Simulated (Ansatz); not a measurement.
Ansatz (a first-principles code) input (B3LYP-D3(BJ)/def2-TZVP):

Ansatz 0.2 input:
```yaml
crystal:
  periodic: [false, false, false]
  atoms:
    - {symbol: C, position_ang: [-0.08622897, 0.01908448, -0.01505137]}
    - {symbol: Cl, position_ang: [1.48603213, 0.01236744, -0.00761116]}
    - {symbol: H, position_ang: [-0.65368270, 0.95837192, -0.04396960]}
    - {symbol: H, position_ang: [-0.66170970, -0.91541105, 0.00863995]}
basis:
  gaussian:
    orbitals: def2-TZVP
hamiltonian:
  xc: b3lyp
  dispersion: d3bj
total_charge: 1
relax: {f_tol: 0.002, max_steps: 150}
```

Output:

```
Functional definition: B3LYP
integrals: 0.01 GiB planned
531 factors; their error is unknown
mean field: 0.17 GiB planned
mean field evaluation 1: about -13577.9128 eV, gradient 4.8e1 eV
mean field evaluation 2: about -13573.0948 eV, gradient 6.1e1 eV
mean field evaluation 4: about -13582.9817 eV, gradient 2.8e0 eV
mean field evaluation 8: about -13583.0165 eV, gradient 5.7e-2 eV
mean field -13583.01651990 eV, -499.1666502069 hartree, gradient 1.6e-5 eV, S^2 0.000000; 0 other end points of the search recorded, 0 dependent functions left out
the calculation of the forces begins
reference -13583.01669738 eV, -499.1666567291 hartree; 12, 12 occupied and 68, 68 virtual orbitals, 531 factors
relax step   1: F+E_penalty+E_count = -13583.10031474 eV  Δ(F+E_penalty+E_count) = +0.000e0 eV  max|allowed force component| = 1.407e0 eV/Å  Δτ_max = 0.0000 Å  (26 SCF iters, accepted)
these checks for a lower state are left out or cut short: starts, cluster_reference, orbital_swaps, neighbouring_geometries, increment
integrals: 0.01 GiB planned
531 factors; their error is unknown
mean field: 0.17 GiB planned
mean field evaluation 16: about -13583.0104 eV, gradient 2.3e-3 eV
mean field -13583.02869499 eV, -499.1670976334 hartree, gradient 4.8e-6 eV, S^2 0.000000; 0 other end points of the search recorded, 0 dependent functions left out
the calculation of the forces begins
reference -13583.02887256 eV, -499.1671041589 hartree; 12, 12 occupied and 68, 68 virtual orbitals, 531 factors
relax step   2: F+E_penalty+E_count = -13583.11251379 eV  Δ(F+E_penalty+E_count) = -1.220e-2 eV  max|allowed force component| = 7.991e-1 eV/Å  Δτ_max = 0.0120 Å  (32 SCF iters, accepted)
these checks for a lower state are left out or cut short: starts, cluster_reference, orbital_swaps, neighbouring_geometries, increment
integrals: 0.01 GiB planned
531 factors; their error is unknown
mean field: 0.17 GiB planned
mean field -13582.96071187 eV, -499.1645992999 hartree, gradient 2.4e-5 eV, S^2 0.000000; 0 other end points of the search recorded, 0 dependent functions left out
the calculation of the forces begins
reference -13582.96088993 eV, -499.1646058432 hartree; 12, 12 occupied and 68, 68 virtual orbitals, 531 factors
relax step   3: F+E_penalty+E_count = -13583.04459105 eV  Δ(F+E_penalty+E_count) = +6.792e-2 eV  max|allowed force component| = 1.340e0 eV/Å  Δτ_max = 0.0867 Å  (30 SCF iters, rejected (line search))
these checks for a lower state are left out or cut short: starts, cluster_reference, orbital_swaps, neighbouring_geometries, increment
integrals: 0.01 GiB planned
531 factors; their error is unknown
mean field: 0.17 GiB planned
mean field evaluation 32: about -13583.0359 eV, gradient 1.2e-4 eV
mean field -13583.03586526 eV, -499.1673611359 hartree, gradient 4.9e-6 eV, S^2 0.000000; 0 other end points of the search recorded, 0 dependent functions left out
the calculation of the forces begins
reference -13583.03604308 eV, -499.1673676709 hartree; 12, 12 occupied and 68, 68 virtual orbitals, 531 factors
relax step   4: F+E_penalty+E_count = -13583.11969494 eV  Δ(F+E_penalty+E_count) = -7.181e-3 eV  max|allowed force component| = 4.088e-2 eV/Å  Δτ_max = 0.0155 Å  (32 SCF iters, accepted)
these checks for a lower state are left out or cut short: starts, cluster_reference, orbital_swaps, neighbouring_geometries, increment
integrals: 0.01 GiB planned
531 factors; their error is unknown
mean field: 0.17 GiB planned
mean field -13583.03588692 eV, -499.1673619318 hartree, gradient 4.9e-6 eV, S^2 0.000000; 0 other end points of the search recorded, 0 dependent functions left out
the calculation of the forces begins
reference -13583.03606475 eV, -499.1673684670 hartree; 12, 12 occupied and 68, 68 virtual orbitals, 531 factors
relax step   5: F+E_penalty+E_count = -13583.11971403 eV  Δ(F+E_penalty+E_count) = -1.909e-5 eV  max|allowed force component| = 1.079e-2 eV/Å  Δτ_max = 0.0004 Å  (32 SCF iters, accepted)
these checks for a lower state are left out or cut short: starts, cluster_reference, orbital_swaps, neighbouring_geometries, increment
integrals: 0.01 GiB planned
531 factors; their error is unknown
mean field: 0.17 GiB planned
mean field -13583.03589156 eV, -499.1673621023 hartree, gradient 4.9e-6 eV, S^2 0.000000; 0 other end points of the search recorded, 0 dependent functions left out
the calculation of the forces begins
reference -13583.03606939 eV, -499.1673686377 hartree; 12, 12 occupied and 68, 68 virtual orbitals, 531 factors
relax step   6: F+E_penalty+E_count = -13583.11971630 eV  Δ(F+E_penalty+E_count) = -2.270e-6 eV  max|allowed force component| = 8.167e-4 eV/Å  Δτ_max = 0.0003 Å  (33 SCF iters, accepted)
integrals: 0.01 GiB planned
531 factors; their error is unknown
mean field: 0.17 GiB planned
mean field evaluation 64: about -13583.0359 eV, gradient 5.9e-2 eV
mean field -13583.03589156 eV, -499.1673621023 hartree, gradient 4.9e-6 eV, S^2 0.000000; 1 other end points of the search recorded, 0 dependent functions left out
the calculation of the forces begins
reference -13583.03606939 eV, -499.1673686377 hartree; 12, 12 occupied and 68, 68 virtual orbitals, 531 factors
Total energy: -13583.11989413 eV, -499.1704491401 hartree
Atom 0 at    -0.110790     0.019155    -0.015245 Å, force     0.000178     0.000046    -0.000010 eV/Å
Atom 1 at     1.482980     0.012481    -0.006217 Å, force    -0.000268    -0.000003     0.000001 eV/Å
Atom 2 at    -0.639760     0.971259    -0.044934 Å, force     0.000049    -0.000817     0.000027 eV/Å
Atom 3 at    -0.648019    -0.928482     0.008403 Å, force     0.000041     0.000774    -0.000018 eV/Å
Dipole moment:    -0.573827     0.002403    -0.003251 e Å
```
